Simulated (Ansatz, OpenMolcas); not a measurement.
# CH3In (SMILES C[In]): the HOMO–LUMO gap, rung by rung

CH3In: 5 atoms, total charge 0, spin state singlet. As SMILES, `C[In]`. The coordinates come from a PBE0-D4/def2-TZVP relaxation.

```xyz
5

C    -0.1828    0.0732   -0.0706
In    1.7728   -0.7095    0.6846
H    -0.9730   -0.0409    0.6802
H    -0.5026   -0.4605   -0.9728
H    -0.1145    1.1378   -0.3214
```

Quantity: the HOMO–LUMO gap, in eV. The values are calculated.

```
                               level                    kind     program  value (eV)
    SVWN5/def2-SVPD (core potential)                     LDA      Ansatz        2.35
    M06-L/def2-SVPD (core potential)                meta-GGA  OpenMolcas        2.72
     TPSS/def2-SVPD (core potential)                meta-GGA  OpenMolcas        2.53
    B3LYP/def2-SVPD (core potential)           global hybrid  OpenMolcas        3.58
    BHLYP/def2-SVPD (core potential)           global hybrid      Ansatz        5.42
     PBE0/def2-SVPD (core potential)           global hybrid  OpenMolcas        3.98
CAM-B3LYP/def2-SVPD (core potential)  range-separated hybrid      Ansatz        5.99
  wB97M-V/def2-SVPD (core potential)  range-separated hybrid      Ansatz        7.55
```

The values span 2.35 to 7.55 eV. Orbital gaps aren't excitation energies; they tend to grow with the share of exact exchange.
